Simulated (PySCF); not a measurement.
These are PySCF 2.14.0 with B3LYP-D3(BJ)/def2-TZVP // PBE-D3(BJ)/def2-SVP values and carry that method's errors. All species are isolated molecules in the gas phase. One relaxed conformer stands for a flexible species; it need not be the lowest. B3LYP has the VWN-RPA correlation part, as in Gaussian. 

Reference species: [Zn(H)(SH)] (neutral, multiplicity 1).

```json
{
 "coordination_number": "2",
 "mean_distance_from_the_central_atom_to_its_bonded_neighbours": "1.864 Å",
 "HOMO–LUMO gap": "6.00 eV",
 "charge on the central atom (meta-Löwdin)": "0.96 e"
}
```

Changed species: [Zn(SH)2] (2 of 2 H replaced by SH; the reference has 1 of 2 H replaced by SH).

Question: Predict the effect on the coordination number, mean distance from the central atom to its bonded neighbours, HOMO–LUMO gap and charge on the central atom (meta-Löwdin).

Answer: the coordination number stays essentially unchanged; the mean distance from the central atom to its bonded neighbours rises by 0.317 Å, to 2.181 Å; the HOMO–LUMO gap decreases by 0.11 eV, to 5.89 eV; the charge on the central atom (meta-Löwdin) rises by 0.12 e, to 1.08 e.
